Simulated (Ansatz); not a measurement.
Geometry optimisation, RKS r2SCAN/def2-SVP (Ansatz 0.2.0).

Input:

```yaml
crystal:
  periodic: [false, false, false]
  atoms:
    - { symbol: B, position_ang: [0.0, 0.0, 0.0] }
    - { symbol: F, position_ang: [0.0, 0.0, 1.67] }
    - { symbol: Cl, position_ang: [1.6108, 0.0, -0.93] }
    - { symbol: C, position_ang: [-1.3856, 0.0, -0.8] }
    - { symbol: H, position_ang: [-1.9458, -0.9305, -0.5708] }
    - { symbol: H, position_ang: [-1.9898, 0.8797, -0.4946] }
    - { symbol: H, position_ang: [-1.1839, 0.0508, -1.8903] }
    - { symbol: "N", position_ang: [0.3891, -1.712, 0.5833] }
    - { symbol: H, position_ang: [-0.178, -2.5344, 0.2289] }
    - { symbol: H, position_ang: [1.1792, -1.8705, 1.272] }
    - { symbol: H, position_ang: [0.238, -1.0471, 1.5337] }
basis:
  gaussian: { orbitals: def2-SVP }
hamiltonian:
  xc: r2scan
relax:
  f_tol: 0.15
  max_steps: 25
  restrain:
    - { distance: [0, 7], at: 1.55, k: 30.0 }
    - { distance: [10, 1], at: 0.92, k: 30.0 }
    - { distance: [0, 1], at: 2.52, k: 30.0 }
    - { distance: [10, 7], at: 2.26, k: 30.0 }
output:
  orbitals: {}
```

Run as:

```bash
$ ansatz run input.yaml --threads 4 --pin off --max-ram 5120MiB --backend cpu --events-out ev --progress --plain --runs-dir out
```

**Question.** Where does it end, and by what steps?

**Answer.** The forces met the threshold. The restraints hold the end off the free minimum; the threshold counts their pulls, which the force column leaves out. Restrained pairs: B1–N8 (1.85 → 1.48 Å), F2–H11 (1.08 → 0.93 Å), B1–F2 (1.67 → 2.53 Å), N8–H11 (1.17 → 2.25 Å). After 13 steps the energy has fallen by 3.475 eV (the restraints' own energy left out); H10 moved furthest, 0.97 Å.

```tsv
step	energy less start (eV)	largest force component (eV/Å)	accepted
0	0.0000	6.522	yes
1	-0.8799	4.937	yes
2	-1.4434	4.327	yes
3	-2.2304	2.231	yes
4	-2.9558	1.990	yes
5	-3.2532	2.052	yes
6	-3.3904	2.034	yes
7	-3.4307	2.097	yes
8	-3.3858	2.326	no
9	-3.4579	1.990	yes
10	-3.4709	2.013	yes
11	-3.4463	1.933	no
12	-3.4741	1.983	yes
13	-3.4745	2.015	yes
```

```xyz
11
Properties=species:S:1:pos:R:3
B 0.144 -0.562 -0.295
F -0.316 0.370 2.011
Cl 1.577 0.453 -0.604
C -1.275 -0.140 -0.793
H -2.075 -0.801 -0.428
H -1.507 0.893 -0.492
H -1.291 -0.162 -1.896
N 0.414 -1.881 0.321
H -0.302 -2.600 0.333
H 1.362 -2.234 0.397
H 0.002 -0.500 2.050
```

Run time: 27 s on 4 threads of Arm Neoverse V2, with other jobs on the host, peak memory 0.2 GiB.
